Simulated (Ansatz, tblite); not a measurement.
Isomers of Zr3O4⁺ (doublet), found by a short tight-binding search and relaxed with PBE0-D4/def2-SVP in Ansatz.

In the def2 sets Zr takes a core potential; there is no spin–orbit coupling. The xTB rows come from tblite. LC-ωPBE has ω = 0.4 bohr⁻¹. Correlated methods freeze 4 core orbitals; core or outer-core shells of Zr are correlated, in sets that lack core-valence functions.

Run but left out: HF/STO-3G, HF/def2-TZVP, MP2/def2-TZVP (A: ⟨S²⟩ 1.06 to 1.11, where a pure state has 0.75); B2PLYP/def2-TZVP (C: ⟨S²⟩ 0.98, where a pure state has 0.75).

A further structure is left out (at the level of its geometry, ⟨S²⟩ 1.21, where a pure state has 0.75); at PBE0-D4/def2-TZVP its energy lies 0.71 eV above the lowest shown. A further structure is left out (at the level of its geometry, ⟨S²⟩ 1.76, where a pure state has 0.75); at PBE0-D4/def2-TZVP its energy lies 1.29 eV above the lowest shown.

B: At r2SCAN-D4/def2-TZVP, LC-ωPBE/def2-TZVP the charge 1 doublet is spin-contaminated (final ⟨S²⟩ up to 0.93, 0.75 for a pure state). It holds 1 O–O bond. C: At LC-ωPBE/def2-TZVP the charge 1 doublet is spin-contaminated (final ⟨S²⟩ up to 1.02, 0.75 for a pure state). It holds 1 O–O bond.

Other spin states weren't relaxed.

A:

```
atom    x (Å)    y (Å)    z (Å)
 Zr1   0.8843   1.0167  -0.7653
 Zr2   0.2777  -0.2806   1.8843
 Zr3  -1.1074  -0.7919  -0.7419
  O4   1.4925   1.0335   1.0944
  O5  -1.1633  -1.3655   1.1280
  O6   0.6697  -0.7578  -1.5685
  O7  -1.0535   1.1456  -1.0310
```

B:

```xyz
7

Zr    0.469    0.310   -1.041
Zr   -0.701    1.488    1.082
Zr   -0.467   -1.367    1.291
O    -0.246   -1.684   -0.782
O     1.072   -1.529   -0.141
O    -1.228    1.254   -0.770
O     1.100    1.528    0.362
```

C:

```xyz
7

Zr    1.3635    0.7643    0.1844
Zr    0.5018   -0.7904   -1.9776
Zr   -0.9960   -0.3646    0.4487
O     0.7542   -1.3634   -0.0676
O    -0.4301    1.6267    0.9872
O    -1.3149   -0.5312   -1.5016
O     0.1216    0.6587    1.9265
```

Task: Estimate their order by electronic energy at RPA@PBE/def2-TZVP, counted from the lowest.

Result: A (0.0) < B (588.1) < C (589.3), in kJ/mol. Gaps under about 2 kJ/mol are ties within the noise of geometry and basis.

Task: Do the other levels pick the same lowest one?

Result: All that were run do. Energies above each level's lowest (kJ/mol):

| level | A | B | C |
| --- | --- | --- | --- |
| GFN1-xTB | 0.0 | 519.9 | 615.1 |
| GFN2-xTB | 0.0 | 308.2 | 534.2 |
| PBE-D4/def2-SVP | 0.0 | 598.4 | 597.3 |
| PBE-D4/def2-TZVP | 0.0 | 582.7 | 586.4 |
| BLYP-D4/def2-TZVP | 0.0 | 603.4 | 612.5 |
| r2SCAN-D4/def2-TZVP | 0.0 | 604.7 | 614.0 |
| PBE0-D4/def2-SVP | 0.0 | 616.5 | 618.1 |
| PBE0-D4/def2-TZVP | 0.0 | 597.8 | 604.7 |
| LC-ωPBE/def2-TZVP | 0.0 | 622.3 | 637.7 |
| RPA@PBE/def2-TZVP | 0.0 | 588.1 | 589.3 |
Point groups (tolerance 0.1 Å): A C2v, B Cs, C not assigned. Lower isomers may exist. From def2-SVP to def2-TZVP the PBE0 values move by up to 18.7 kJ/mol, so results in the small set are rough.
